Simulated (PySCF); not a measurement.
**Core binding energy against partial charge**

Species: C4H9FOSi.
Z-matrix (Å and degrees, PBE0-D3(BJ)/def2-SVP geometry), rows numbered from 1:
```
C 
O   1  1.4058
Si  2  1.6620  1  123.55
C   3  1.8816  2  110.67  1   148.00
C   4  1.5522  3   87.37  2   -89.13
C   5  1.5413  4  100.10  3   -24.42
F   6  1.3766  3  122.26  2   -29.63
H   1  1.1003  2  108.61  3  -170.39
H   1  1.1059  2  111.73  3    70.83
H   1  1.1033  2  111.63  3   -50.95
H   3  1.4979  2  110.41  1   -73.62
H   4  1.1016  3  112.10  2   157.98
H   4  1.0982  3  119.78  2    29.06
H   5  1.1024  4  115.81  3  -149.21
H   5  1.1018  4  109.83  3    88.49
H   6  1.1060  3  112.72  2  -161.46
```

Binding energies: delta-SCF UKS SCAN, pcX-2 on the ionised atom, pcseg-1 elsewhere, spin-free X2C (PySCF 2.14.0). Charges: PBE0/pcSseg-1 ground-state density, for the ionised atom.

| atom | environment | C 1s (eV) | Mulliken (e) | IAO (e) | Hirshfeld (e) | ESP (e) |
| --- | --- | --- | --- | --- | --- | --- |
| C4 | sp3 carbon bound to silicon | 290.19 | -0.542 | -0.561 | -0.163 | -0.491 |
| C5 | four-membered-ring carbon | 290.80 | -0.267 | -0.271 | -0.080 | +0.012 |
| C6 | sp3 C–F carbon | 292.02 | -0.063 | -0.113 | -0.034 | -0.010 |
| C1 | methoxy carbon | 292.32 | -0.032 | -0.196 | -0.035 | -0.138 |

**Question.** How well does each charge scheme correlate with the binding energies over these sites?

**Answer.** Mulliken: r = 0.97, slope 4.1 eV per e; Hirshfeld: r = 0.93, slope 15.6 eV per e; IAO: r = 0.87, slope 4.5 eV per e; ESP: r = 0.58, slope 2.5 eV per e. Mulliken charges have the highest r, on only 4 points.

**Question.** The point-charge model writes a binding energy as kq + V + constant, with V the potential of the other atoms' charges at the site. What does it give with the ESP charges?

**Answer.** V = Σ 14.40 eV Å × q/r over all other atoms: +6.34 eV at C4, -0.37 eV at C5, +0.26 eV at C6, +1.58 eV at C1. Fitting binding energy − V to q gives k = 15.6 eV per e and leaves an rms residual of 0.70 eV, against 0.71 eV for the fit on q alone. The model has no term for differences in relaxation between sites.

The structure is a single PBE0-D3(BJ)/def2-SVP conformer in the gas phase; no vibrational or solvent corrections.
